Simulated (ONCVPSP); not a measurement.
## LDA (Perdew-Wang 92) ONCV dataset for Mg (Z = 12), non-relativistic all-electron reference.

magnesium, optimised norm-conserving Vanderbilt (ONCV), made with ONCVPSP 4.0.1 (LDA (Perdew-Wang 92), non-relativistic). Core [He], reference 2s2 2p6 (charge +2). Waves: 2s: rc 0.90 bohr, ncon 4, nbas 8, qcut 16.9 1/bohr, 2 projectors, debl 1.4 Ha; 2p: rc 0.85 bohr, ncon 5, nbas 8, qcut 17.4 1/bohr, 1 projector; d scattering state at 0.24 Ha: rc 0.75 bohr, ncon 4, nbas 8, qcut 11 1/bohr, local. Local part: the d channel. Core correction: polynomial model core, fcfact 0.4.

In the s channel the program set the typed energies aside and used -3.643, 0.250 Ha.

- Cutoffs needed: 115 Ha and 132 Ha (the cutoffs (Ha) at which the residual kinetic energy of the hardest occupied pseudo-wave falls to 1 and 0.1 mHa per electron)
- Ghost test: no bound ghost flagged; no localised positive-energy state flagged
- Largest excitation error: +46 meV (all-electron minus pseudo) for 2s2 2p5 3s2, out of 4 test configurations
- rms error of d²Exc/dni dnj: 3.96 mHa without and 1.94 mHa with the model core
